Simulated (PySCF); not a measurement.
# Energy of Cu+ (copper, charge +1) between two integer charges

The 3d beta orbital of [Ar] 3d10 is emptied in steps (occupation f), with all orbitals relaxed, ending at [Ar] 3d9. Computed with PySCF 2.14 in def2-TZVPPD (6s6p4d2f1g, 67 functions), with no relativity, point nucleus. The exact energy is a straight line in f; departures are measured from the line between the end points of the same method.

**Question.** Among LDA, PBE, PBE0, r2SCAN, LC-wPBE, wB97X, r2SCAN0, TPSS, which shows the largest delocalisation error (convex curve), and which is closest to linear?

**Answer.** Most convex: LDA (-1.961 eV at f = 0.5); closest to linear: wB97X (-0.517 eV).

```
  f  LDA (eV)  PBE (eV)  PBE0 (eV)  r2SCAN (eV)  LC-wPBE (eV)  wB97X (eV)  r2SCAN0 (eV)  TPSS (eV)
  1     0.000     0.000      0.000        0.000         0.000       0.000         0.000      0.000
0.9    -0.687    -0.666     -0.401       -0.608        -0.189      -0.173        -0.364     -0.649
0.7    -1.625    -1.575     -0.952       -1.430        -0.456      -0.420        -0.862     -1.535
0.5    -1.961    -1.900     -1.150       -1.713        -0.560      -0.517        -1.038     -1.851
0.3    -1.668    -1.616     -0.978       -1.445        -0.484      -0.447        -0.880     -1.574
0.1    -0.723    -0.700     -0.424       -0.622        -0.213      -0.197        -0.380     -0.682
  0     0.000     0.000      0.000        0.000         0.000       0.000         0.000      0.000
```

```tsv
method	E(f=0) − E(f=1) (eV)	−ε at f=1 (eV)	−ε at f=0.5 (eV)
LDA	21.713	14.139	21.586
PBE	21.109	13.767	20.989
PBE0	20.397	15.976	20.318
r2SCAN	20.487	13.767	20.441
LC-wPBE	20.786	18.725	20.703
wB97X	20.463	18.580	20.380
r2SCAN0	20.060	16.046	20.005
TPSS	20.705	13.552	20.589
```

Reference removal energy between the ground levels: 20.292 eV (measured; NIST Atomic Spectra Database, ionization energies). The calculation has no spin-orbit coupling.
